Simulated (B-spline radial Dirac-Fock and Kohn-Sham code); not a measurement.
**Atomic SCF run for Tm**

ΔSCF core binding energies without Breit or QED terms, calculated with a B-spline atomic structure program. Keys: rel is the Hamiltonian (dirac, or spin-free x2c and nr, where L3 and M5 stand for the whole 2p and 3d shells), method is hf or an exchange,correlation pair (spin-unpolarised, also for the hole states), nuc the nuclear model, radius_factor scales its radius, rmax is the box in bohr, h the logarithmic mesh step, order the B-spline order, points the quadrature points per cell, c_factor scales the speed of light, and damp, ndamp, maxit and tol steer the iteration. The run stops when the commutator error falls below 10·tol·max(1, Z/10), or the numerical noise floor, and the energy has settled to about 1e-8 Ha; the virial ratio is −V/T.

Input (task.json):

```json
{"items": [{"Z": 69, "q": 0, "cfg": [[1, 0, 2], [2, 0, 2], [2, 1, 6], [3, 0, 2], [3, 1, 6], [3, 2, 10], [4, 0, 2], [4, 1, 6], [4, 2, 10], [4, 3, 13], [5, 0, 2], [5, 1, 6], [6, 0, 2]], "A": 169, "rrms": 5.2256, "do": "settings", "holes": ["K", "L3", "M5"],
  "settings": [{"rel": "nr", "method": "hf", "nuc": "fermi", "radius_factor": 2.0, "rmax": 45.0, "h": 0.3, "order": 8, "points": 10, "c_factor": 1.0, "maxit": 60, "damp": 0.5, "ndamp": 3, "tol": 1e-06}]}]}
```

Command: `python xray2_run.py task.json out`

Ground-state iterations:

```
iter   energy (Ha)        error
   1   -12938.05640410  2.73e+00
   2   -12939.34336551  2.70e-01
   3   -12940.11670267  5.66e-02
   4   -12940.16893965  2.81e-02
   5   -12940.16685856  2.33e-02
   6   -12940.17292119  9.30e-03
   7   -12940.17434058  2.39e-04
   8   -12940.17434589  6.93e-05
   9   -12940.17434649  1.48e-05
```

The ground state converged in 9 iterations, with total energy -12940.17435 Ha, virial ratio 2.00000 and highest orbital energy -4.92 eV. ΔSCF binding energies: K (1s) 55506.6 eV, L3 (2p3/2) 8640.0 eV, M5 (3d5/2) 1501.8 eV.
